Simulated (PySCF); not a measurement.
## Arsenic: a sound run and one with changed settings

Sound run: As²⁺ [Ar] 3d10 4s2 4p1, As³⁺ [Ar] 3d10 4s2. All numbers are calculated (PySCF 2.14, scalar relativity by spin-free X2C-1e, in x2c-SVPall (5s4p3d, 32 functions)). In the sound run the correlated levels freeze [Ar] 3d10. The sound run starts from symmetry-adapted Hartree-Fock orbitals and uses a fine grid where one is needed.

Changed run: the non-relativistic Hamiltonian (point nucleus). This setting is unsound on purpose.

```csv
species,method,sound run (hartree),changed run (hartree),converged
As²⁺,UHF,-2257.61457,-2222.64570,yes
As²⁺,PBE,-2258.95719,-2223.99127,yes
As²⁺,LDA,-2255.81711,-2220.85301,yes
As²⁺,MP2,-2257.64876,-2222.68048,yes
As²⁺,CCSD(T),-2257.66464,-2222.69755,yes
As³⁺,UHF,-2256.60488,-2221.63708,yes
As³⁺,PBE,-2257.92215,-2222.95785,yes
As³⁺,LDA,-2254.77671,-2219.81409,yes
As³⁺,MP2,-2256.63307,-2221.66600,yes
As³⁺,CCSD(T),-2256.64526,-2221.67951,yes
```

Ionisation energy of As²⁺:

```tsv
method	sound run (eV)	changed run (eV)
UHF	27.475	27.446
PBE	28.165	28.121
LDA	28.311	28.271
MP2	27.638	27.605
SCS-MP2	27.621	27.587
CCSD	27.726	27.689
CCSD(T)	27.739	27.702
```

Most of the change in total energy is the relativistic energy itself. On top of that the contraction fixes the core shape for the Hamiltonian it was made with, so the changed run is not a good calculation with the other Hamiltonian either.

For comparison, NIST gives 28.349 ± 0.012 eV between the lowest levels.
